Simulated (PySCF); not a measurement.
Input for PySCF: R-BP86/LANL2DZ on As2, a point of a bond scan (R = 4.840 Å).

```python
from pyscf import gto, scf, dft, mp
from pyscf.data.elements import chemcore

mol = gto.M(
    atom='''
    As   -0.00000000   -0.00000000   -1.05206769
    As    0.00000000    0.00000000    3.78744368
    ''',
    basis='lanl2dz',
    ecp={'As': 'lanl2dz'},
    charge=0, spin=0, verbose=3, max_memory=1800)
mf = dft.RKS(mol, xc='b88,p86')
mf.conv_tol = 1e-8
mf.max_cycle = 100
mf.kernel()
if not mf.converged:
    mf = mf.newton().run(mf.mo_coeff, mf.mo_occ)
```

Program output:

```
converged SCF energy = -12.0676238371198
```

Self-consistency was reached.

Cost: very roughly 0.17 core-seconds.
